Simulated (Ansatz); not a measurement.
Ansatz results at the PBE0-D4/def2-TZVP geometry: HOMO–LUMO gap (B3LYP/def2-TZVPP) 4.09 eV; HOMO–LUMO gap (PBE/def2-TZVPP) 2.69 eV; HOMO energy (ωB97M-V/def2-TZVPP) -8.47 eV.

Each molecule was computed in one conformer, which needn't be the lowest.

Task: Which molecule gave them?
A. `[OH][Y]([OH])[Cl]`
B. `C[O][Y]([CH3])[O]C`
C. `[CH3][Y]([NH2])[NH2]`
D. `[CH3][Y]([OH])[F]`

Result: B. The others give `[CH3][Y]([NH2])[NH2]`: 4.43, 3.01, -8.59; `[CH3][Y]([OH])[F]`: 4.18, 2.77, -8.84; `[OH][Y]([OH])[Cl]`: 5.78, 4.20, -10.55.

B3LYP here is the variant with VWN-RPA as its local correlation; programs differ in this.
